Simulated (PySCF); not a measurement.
Gas-phase thermal properties of GeI₄

Energies from PySCF (xtb for GFN2), thermal terms from the rigid-rotor harmonic-oscillator model, ideal gas at 1 bar. All species are closed-shell singlets. I: scalar-relativistic def2 core potential, no spin-orbit coupling. Ge: all electrons, no relativistic terms. The harmonic model lacks anharmonicity and excited electronic states, which grow with temperature; levels with a mode under 35 cm⁻¹ are left out. Soft modes under 120 cm⁻¹ make the harmonic entropy rough for GeI₄.

```tsv
level	point group	σ	ZPE (kJ/mol)	S°298 (J/mol/K)	Cp298 (J/mol/K)	S°1000 (J/mol/K)	H1000 − H298 (kJ/mol)
GFN2-xTB	Td	12	7.4	435.6	104.4	564.7	75.1
PBE/def2-SVP	Td	12	7.4	435.0	104.5	564.1	75.1
PBE0/def2-TZVP	Td	12	7.9	431.1	104.0	560.0	75.0
```
σ: rotational symmetry number. Electronic degeneracy used: 1. Frequencies are unscaled.
